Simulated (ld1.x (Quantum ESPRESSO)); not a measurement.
What the settings do to the ultrasoft potential of Ar

Base potential:

```json
{
 "Element": "argon",
 "Generator": "ld1.x (Quantum ESPRESSO) 7.5",
 "Type": "ultrasoft",
 "Functional": "PBE",
 "Relativity": "scalar-relativistic",
 "Frozen core": "[Ne]",
 "Valence charge": "8",
 "Reference configuration": "3s2 3p6",
 "Partial waves": "3s (bound): rcut 0.85, rcutus 1.05 bohr; 3s channel at 3 Ry: rcut 0.85, rcutus 1.05 bohr; 3p (bound): rcut 0.90, rcutus 1.20 bohr; 3p channel at 2.95 Ry: rcut 0.90, rcutus 1.20 bohr; 3d channel at 0.05 Ry: rcut 1.05, rcutus 1.20 bohr; 3d channel at 2.35 Ry: rcut 1.05, rcutus 1.20 bohr",
 "Local potential": "all-electron potential smoothed inside 1.00 bohr (lloc = -1)",
 "Core correction": "none",
 "Augmentation charge": "built from norm-conserving waves at rcut, not smoothed further"
}
```

Cutoffs, loose and tight: the cutoffs (Ry, on a coarse ladder) from which the occupation-weighted sum of valence levels, in a spherical-Bessel basis at the reference potential, stays within 10 and 1 mRy of its value at 400 Ry. They do not see the model core or the augmentation charge, which bear on the density cutoff. Test errors are all-electron minus pseudo excitation energies from the reference, over the configurations 3s2 3p5; 3s2 3p4; 3s2 3p3; 3s1 3p6; 3s2 3p2; 3s2 3p5.5. A dash means not determined; rows that change the core or the reference have their own tests.

A true bound ghost makes a file unfit for plane-wave use even where its test errors are small: the radial tests pick states by their node count and pass the ghost by.

```tsv
change	outcome	cutoff, loose	cutoff, tight	bound ghosts	largest test error (meV)
base	generated	35 Ry	70 Ry	none	+101
waves 3s (bound): rcut 0.85, rcutus 1.60 bohr; 3s channel at 3 Ry: rcut 0.85, rcutus 1.60 bohr	generated	25 Ry	60 Ry	none	+95
core correction a·sin(br)/r model core inside 1.28 bohr	generated	35 Ry	70 Ry	none	+89
local potential all-electron potential smoothed inside 0.80 bohr (lloc = -1)	generated	35 Ry	90 Ry	s	+71
local potential all-electron potential smoothed inside 0.90 bohr (lloc = -1)	generated	35 Ry	70 Ry	none	+101
all radii scaled by about 1.13 (s 1.18, p 1.36, d 1.36 bohr, rcut 0.96/1.02/1.18); local potential all-electron potential smoothed inside 1.14 bohr (lloc = -1)	generated	35 Ry	55 Ry	none	+112
augmentation PSQ, inside the norm-conserving radii	generated	35 Ry	70 Ry	none	+28
type TM; waves now 3s (bound): rc 1.05 bohr; 3p (bound): rc 1.20 bohr; 3d channel at 0.05 Ry: rc 1.20 bohr; local potential the d channel	generated	60 Ry	140 Ry	none	+450
wave 3p channel at 2.95 Ry: rcut 0.90, rcutus 1.20 bohr becomes 3p channel at -0.61 Ry: rcut 0.90, rcutus 1.20 bohr	generated	35 Ry	70 Ry	none	+109
```
